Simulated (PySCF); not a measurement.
**Stretching SiI**

Set-up: basis Si cc-pV(T+d)Z, I cc-pVTZ-PP with ECP28; scalar-relativistic core potentials; PySCF 2.14. Energies in eV from Si + I in their ground configurations at the same level. State: ²Π (doublet), unpaired electrons π ↑.

All columns are PBE0. A positive dipole means Si(−)I(+).

```json
{"R (Å)": "2.112", "E (eV)": "-2.325", "μ (D)": "1.11", "Mulliken charge on Si (basis-dependent)": "-0.08", "HOMO (eV)": "-4.65", "LUMO (eV)": "-2.68", "Mayer bond order": "1.58", "⟨S²⟩": "0.76"}
{"R (Å)": "2.210", "E (eV)": "-2.893", "μ (D)": "0.64", "Mulliken charge on Si (basis-dependent)": "-0.02", "HOMO (eV)": "-4.84", "LUMO (eV)": "-2.85", "Mayer bond order": "1.51", "⟨S²⟩": "0.76"}
{"R (Å)": "2.309", "E (eV)": "-3.197", "μ (D)": "0.14", "Mulliken charge on Si (basis-dependent)": "0.03", "HOMO (eV)": "-5.03", "LUMO (eV)": "-3.01", "Mayer bond order": "1.45", "⟨S²⟩": "0.76"}
{"R (Å)": "2.382", "E (eV)": "-3.301", "μ (D)": "-0.25", "Mulliken charge on Si (basis-dependent)": "0.06", "HOMO (eV)": "-5.17", "LUMO (eV)": "-3.13", "Mayer bond order": "1.40", "⟨S²⟩": "0.76"}
{"R (Å)": "2.456", "E (eV)": "-3.327", "μ (D)": "-0.64", "Mulliken charge on Si (basis-dependent)": "0.10", "HOMO (eV)": "-5.30", "LUMO (eV)": "-3.25", "Mayer bond order": "1.35", "⟨S²⟩": "0.76"}
{"R (Å)": "2.530", "E (eV)": "-3.294", "μ (D)": "-1.03", "Mulliken charge on Si (basis-dependent)": "0.13", "HOMO (eV)": "-5.43", "LUMO (eV)": "-3.37", "Mayer bond order": "1.31", "⟨S²⟩": "0.76"}
{"R (Å)": "2.628", "E (eV)": "-3.183", "μ (D)": "-1.54", "Mulliken charge on Si (basis-dependent)": "0.17", "HOMO (eV)": "-5.60", "LUMO (eV)": "-3.52", "Mayer bond order": "1.26", "⟨S²⟩": "0.76"}
{"R (Å)": "2.751", "E (eV)": "-2.974", "μ (D)": "-2.18", "Mulliken charge on Si (basis-dependent)": "0.21", "HOMO (eV)": "-5.80", "LUMO (eV)": "-3.70", "Mayer bond order": "1.21", "⟨S²⟩": "0.76"}
{"R (Å)": "2.898", "E (eV)": "-2.665", "μ (D)": "-2.92", "Mulliken charge on Si (basis-dependent)": "0.25", "HOMO (eV)": "-6.02", "LUMO (eV)": "-3.91", "Mayer bond order": "1.15", "⟨S²⟩": "0.76"}
{"R (Å)": "3.095", "E (eV)": "-2.216", "μ (D)": "-3.84", "Mulliken charge on Si (basis-dependent)": "0.29", "HOMO (eV)": "-6.28", "LUMO (eV)": "-4.16", "Mayer bond order": "1.08", "⟨S²⟩": "0.76"}
```

A fit through these points gives, at Re = 2.448 Å, μ = -0.59 D and dμ/dR = -5.29 D/Å; the reduced mass is 22.92 u.

Question: How strong is the fundamental in the double-harmonic approximation, I = 42.26·(dμ/dR)²/μred km/mol?

Answer: I = 42.26·(-5.29)²/22.92 = 51.6 km/mol at PBE0.

These are scalar-relativistic numbers at best; spin–orbit coupling would shift them, the dissociation energy most. The state is the lowest determinant that a PBE0 search found; another state may lie lower at other levels.
